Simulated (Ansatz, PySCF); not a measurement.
Process, species as SMILES: OB(F)F [difluoroborinic acid] + H+ → [OH2+]B(F)F
Each molecule is optimised on its own at B3LYP-D3(BJ)/def2-TZVP (Ansatz, an electronic-structure program), one conformer each, not searched for the lowest. Frequencies are from Ansatz.
Geometry of the first species:
```xyz
5

B     -0.0138    -0.0173    -0.0022
F     -0.3836     1.2557     0.1315
F     -0.9587    -0.9338    -0.1214
O      1.2809    -0.3932    -0.0192
H      1.9030     0.3355     0.0731
```
Charge 0, spin multiplicity 1.

Property: proton affinity (enthalpy at 298 K, with B3LYP-D3(BJ) rigid-rotor harmonic-oscillator terms), positive where the reaction releases energy, in kcal/mol. Valence correlation only, unless marked. Spin-orbit coupling is left out. Non-relativistic. Basis-set limits of correlation are two-point, X^-3; Hartree-Fock from the larger set.

```json
[
 {"level": "HF-D3(BJ)/def2-TZVPD", "program": "PySCF + dftd3", "proton affinity (kcal/mol)": "160.1"},
 {"level": "B3LYP/def2-TZVPD", "program": "Ansatz", "proton affinity (kcal/mol)": "?"},
 {"level": "PBE0/def2-SVP", "program": "Ansatz", "proton affinity (kcal/mol)": "?"},
 {"level": "PBE0/def2-QZVPP", "program": "Ansatz", "proton affinity (kcal/mol)": "?"},
 {"level": "r2SCANh-D4/def2-TZVPD", "program": "Ansatz + dftd4", "proton affinity (kcal/mol)": "155.3"},
 {"level": "r2SCANh/def2-TZVPD", "program": "Ansatz", "proton affinity (kcal/mol)": "155.3"},
 {"level": "HSE06/def2-TZVPD", "program": "Ansatz", "proton affinity (kcal/mol)": "?"},
 {"level": "LC-wPBE-D3(BJ)/def2-TZVPD", "program": "Ansatz + dftd3", "proton affinity (kcal/mol)": "155.7"},
 {"level": "B2GP-PLYP/def2-TZVPD", "program": "Ansatz", "proton affinity (kcal/mol)": "153.5"},
 {"level": "B2PLYP/def2-TZVPD", "program": "Ansatz", "proton affinity (kcal/mol)": "153.5"},
 {"level": "PBE-QIDH/def2-TZVPD", "program": "Ansatz", "proton affinity (kcal/mol)": "155.0"},
 {"level": "SCS-MP2/STO-3G", "program": "Ansatz", "proton affinity (kcal/mol)": "237.1"},
 {"level": "SCS-MP2/cc-pVQZ", "program": "Ansatz", "proton affinity (kcal/mol)": "156.2"},
 {"level": "CCSD(T)/CBS(cc-pVTZ,cc-pVQZ)", "program": "Ansatz", "proton affinity (kcal/mol)": "154.9"}
]
```

Problem. Some entries are withheld; supply them.

Solution. 
- B3LYP/def2-TZVPD, proton affinity (kcal/mol): 154.2
- PBE0/def2-SVP, proton affinity (kcal/mol): 157.8
- PBE0/def2-QZVPP, proton affinity (kcal/mol): 156.4
- HSE06/def2-TZVPD, proton affinity (kcal/mol): 155.4
